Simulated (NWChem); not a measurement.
Species: CH$_{3}$F$_{3}$Si; SMILES F[SiH2]C(F)F

```xyz
8

F     -0.9775    -1.6146     0.0000
Si     0.5118    -0.9757     0.0000
C      0.3695     0.9333     0.0000
F     -0.3056     1.3523    -1.1010
F     -0.3056     1.3523     1.1010
H      1.2210    -1.4023     1.2347
H      1.2210    -1.4023    -1.2347
H      1.3580     1.4357     0.0000
```
Atoms are numbered in this order, from 1.

Computed with NWChem. Pople sets run with spherical d functions. Geometry: optimised at PBE0/def2-SVP. GIAO values for the isolated, static molecule; σ is the absolute isotropic shielding, δ = σ(reference) − σ with the isolated reference molecule computed at the same levels (13C: tetramethylsilane, 19F: trichlorofluoromethane, 1H: tetramethylsilane, 29Si: tetramethylsilane).

Task: Estimate the computed values for B3LYP/6-311G**. Quantities: δ F1 (ppm); δ Si2 (ppm); δ C3 (ppm); δ F4 (ppm); δ H6 (ppm); δ H8 (ppm).

Result: 
```yaml
"δ F1 (ppm)": -245.9
"δ Si2 (ppm)": -11.9
"δ C3 (ppm)": 122.3
"δ F4 (ppm)": -160.6
"δ H6 (ppm)": 5.15
"δ H8 (ppm)": 5.79
```
